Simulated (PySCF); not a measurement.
# Where the electron goes

Species: 2,5-dimethylhexane, C8H18.
Atom-mapped SMILES: `[CH3:1][CH:2]([CH3:3])[CH2:4][CH2:5][CH:6]([CH3:7])[CH3:8]` (hydrogens: H9, H10, H11 on C1; H12 on C2; H13, H14, H15 on C3; H16, H17 on C4; H18, H19 on C5; H20 on C6; H21, H22, H23 on C7; H24, H25, H26 on C8)

Cartesian coordinates in Å at the PBE0-D3(BJ)/def2-SVP level; atoms count from 1:
```
atom  x, y, z in Å
C1    -2.283    1.085    0.969
C2    -1.938    0.014   -0.060
C3    -2.914   -1.155    0.028
C4    -0.495   -0.479    0.072
C5     0.572    0.583   -0.151
C6     2.005    0.052   -0.231
C7     2.972    1.170   -0.606
C8     2.444   -0.632    1.060
H9    -2.146    0.699    1.994
H10   -1.653    1.980    0.863
H11   -3.332    1.405    0.873
H12   -2.042    0.465   -1.065
H13   -3.954   -0.824   -0.114
H14   -2.697   -1.920   -0.734
H15   -2.852   -1.643    1.015
H16   -0.375   -0.937    1.071
H17   -0.337   -1.298   -0.653
H18    0.528    1.343    0.650
H19    0.345    1.122   -1.089
H20    2.032   -0.704   -1.039
H21    2.685    1.649   -1.555
H22    2.985    1.952    0.171
H23    4.001    0.794   -0.716
H24    1.817   -1.503    1.302
H25    2.387    0.068    1.911
H26    3.485   -0.983    0.989
```

Computed, not measured: TDDFT PBE0/def2-SVPD, vertical, gas phase, core orbitals frozen in the response (PySCF 2.14.0, density-fitted response routines).

Kohn–Sham orbitals with the atoms that hold most of them (Löwdin shares over 4%, at most four atoms; ? is withheld):

```
orbital  ε (eV)                           atoms
 LUMO+2    1.31  H10 8%, H24 8%, H19 7%, H17 7%
 LUMO+1    1.07  C7 13%, C3 13%, H23 6%, H13 6%
   LUMO       ?                               ?
   HOMO   -8.59  C5 15%, C4 15%, C6 14%, C2 14%
 HOMO-1   -8.74  C2 11%, C4 11%, C5 11%, C6 11%
 HOMO-2   -8.77    C5 14%, C4 14%, C6 9%, C2 9%
 HOMO-3   -9.10  C2 12%, C6 12%, C1 11%, C8 11%
```

(1) Which atoms hold the LUMO, and with what shares?

(2) What is the LUMO energy, and the HOMO–LUMO gap?

Answers

(1) C1 (bonded to C and 3 H) 8%; C8 (bonded to C and 3 H) 8%; C3 (bonded to C and 3 H) 7%; C7 (bonded to C and 3 H) 7%.

(2) ε(LUMO) = 0.75 eV; the gap is 9.33 eV (0.3430 hartree).

Question: How does S1 compare with the orbital gap of 9.33 eV?

Answer: S1 is at 8.29 eV (f = 0.0002), 1.05 eV below the gap, made of HOMO→LUMO (96%). Without the coupling terms of the response equations the lowest excitation would equal the gap.

Question: One configuration dominates each of S1 and S4. Which, and how do the shares of the two leading atoms of either orbital change from the occupied to the empty one?

Answer: 
- S1 (8.29 eV, f 0.0002), HOMO→LUMO (96%): C5 15% → at most 8%, C4 15% → at most 8%, C1 at most 15% → 8%, C8 at most 15% → 8%
- S4 (8.68 eV, f 0.060), HOMO→LUMO+1 (79%): C5 15% → at most 7%, C4 15% → at most 7%, C7 at most 15% → 13%, C3 at most 15% → 13%

One conformer stands for the species.
